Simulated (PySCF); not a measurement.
**Property card for `C(CO[SiH](N)N)C`**

C3H12N2OSi.
Atom-mapped SMILES: `[CH3:1][CH2:2][CH2:3][O:4][SiH:5]([NH2:6])[NH2:7]` (hydrogens: H8, H9, H10 on C1; H11, H12 on C2; H13, H14 on C3; H15 on Si5; H16, H17 on N6; H18, H19 on N7)

GFN2-xTB geometry:

| Quantity | Value |
| --- | --- |
| Point group of the GFN2-xTB geometry | C1 |
| Rotational constants A, B, C of the GFN2-xTB geometry | 4.092, 1.098, 0.930 GHz |

From CAM-B3LYP/def2-SVPD ground state and vertical TDDFT (core frozen in the response) (PySCF):

| Property | Result |
| --- | --- |
| Dipole moment | 1.68 D |
| HOMO energy | -8.78 eV |
| LUMO energy | 1.10 eV |
| HOMO–LUMO gap | 9.88 eV |
| Lowest singlet excitation | 6.53 eV (190 nm, f = 0.018) |
| Strongest line among the 8 lowest singlet transitions | S2 at 6.68 eV (186 nm, f = 0.057) |
| Lowest triplet excitation (Tamm–Dancoff) | 6.19 eV |
| Static isotropic polarisability | 81.5 au |
| Electronic spatial extent ⟨r²⟩ about the centre of nuclear charge | 1311 bohr² |

From PBE0/pcSseg-1 ground state and GIAO shieldings, non-relativistic (PySCF):

| Quantity | Value |
| --- | --- |
| Lowest Hirshfeld atomic charge | -0.33 e on N6/N7 |
| Highest Hirshfeld atomic charge | +0.45 e on Si5 |
| 13C chemical shifts (computed TMS as zero) by class | 65.6 (C3), 30.1 (C2), 13.0 (C1) ppm |
| 1H chemical shifts (computed TMS as zero) by class | 5.22 (H15), 3.83 (H13/H14), 1.53 (H11/H12), 1.14 (H8/H9/H10), 0.44 (H16/H17/H18/H19) ppm |
| Isotropic shieldings of nuclei other than C and H, by class | 240 (N6/N7), 290 (O4), 381 (Si5) ppm |
| Mayer bond orders between heavy atoms | C1–C2 1.05, C2–C3 1.04, C3–O4 0.90, O4–Si5 0.96, Si5–N6 1.00, Si5–N7 1.06 |

Monoisotopic mass (most abundant isotopes): 120.0719 u.

S1 lies 3.35 eV below the HOMO–LUMO gap; its leading configuration is HOMO→LUMO, weight 0.52, beside HOMO−1→LUMO, weight 0.28. The polarisability is 12.08 Å³ as a volume (1 au = 0.148185 Å³), or 1.24 au for each of the 66 electrons. No computed singlet falls in the visible range (750 to 380 nm, 1.65 to 3.26 eV); S1 lies 3.27 eV above its blue end. The principal polarisabilities are 73.5, 81.2 and 90.0 au; their mean is the isotropic value.

One conformer (not necessarily the lowest) at the GFN2-xTB geometry, without solvent or vibrations. NMR classes are plain means over equivalent atoms (diastereotopic ones count apart unless rotation or inversion swaps them), as if these changed places fast; in this geometry the members of some classes differ.
